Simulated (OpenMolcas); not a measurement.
An atom or ion with 21 electrons was computed by MS-CASPT2, IPEA 0.25 Eh, imaginary shift 0.1 Eh with spin-orbit coupling (OpenMolcas, ANO-RCC-VQZP, DKH2). The lowest levels that the run gave, each within 12 % of the measured value where one is at hand:

| J | Parity | E (cm-1) | g |
| --- | --- | --- | --- |
| 3/2 | even | 0.0 | 0.399 |
| 5/2 | even | 523 | 1.029 |
| 7/2 | even | 1227 | 1.238 |
| 9/2 | even | 2090 | 1.334 |
| 1/2 | even | 19450 | 2.651 |
| 3/2 | even | 19640 | 1.724 |
| 5/2 | even | 20300 | 1.600 |
| 7/2 | even | 20830 | 0.889 |
| 9/2 | even | 21560 | 1.109 |
| 3/2 | even | 26770 | 1.165 |
| 1/2 | even | 26920 | 0.685 |
| 9/2 | even | 29180 | 0.912 |

Task: Which ion is it, and what are the configurations and terms?

Result: Fe⁵⁺ (Z = 26, charge +5; active space 3 electrons in 10 orbitals (3d 4d)). J, parity and g give the terms where levels are pure, and mixed ones are named by the computed weights; the size of the splittings, set against known spectra of the 21-electron sequence, gives the charge. In order, with the measured energies in cm-1 (Corliss and Sugar, J. Phys. Chem. Ref. Data 11, 135 (1982)): 3d3 4F 3/2, 3d3 4F 5/2 (511), 3d3 4F 7/2 (1188), 3d3 4F 9/2 (2001), 3d3 4P 1/2 (18738), 3d3 4P 3/2 (18942), 3d3 4P 5/2 (19611), 3d3 2G 7/2 (20616), 3d3 2G 9/2 (21315), 3d3 2P 3/2 [65 %] (26215), 3d3 2P 1/2 (26496), 3d3 2H 9/2 (28724).

CASPT2 breaks the degeneracy within a term, and the mean is taken; among the terms shown or strongly mixed into the levels shown the widest spread is 820 cm-1 (3d3 4F). Active for correlation alone: 4d; no level in the range computed is led by a configuration that fills it, so any true level of that kind is missing. Computed and measured levels are paired by configuration, term and J; levels that our copy of the source lacks, or whose pairing is in doubt (as where it misses far off the trend of its configuration), stay unpaired and out of the deviations. Levels of configurations outside the active space are missing.

A share in square brackets marks a mixed level and gives the weight of the term that names it.
